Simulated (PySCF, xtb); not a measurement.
Si(I)(OH)3 (H₃IO₃Si), SMILES O[Si](O)(O)I. The values are those of a single conformer.

Harmonic wavenumbers (cm⁻¹) from GFN2-xTB (xtb) at its own minimum, in rising order: 160, 161, 230, 248, 249, 284, 300, 300, 431, 807, 819, 820, 849, 999, 1000, 3691, 3692, 3693.

Task: What does B3LYP-D3(BJ)/def2-SVP run with PySCF give at its own minimum? (An estimate is asked for; the answer gives what the named calculation found.)

Result: 114, 115, 222, 231, 231, 286, 326, 326, 431, 795, 796, 808, 816, 1000, 1000, 3875, 3875, 3877. Paired by order, the mean absolute difference is 46 cm⁻¹ and the zero-point energies are 26.8 and 27.3 kcal/mol.
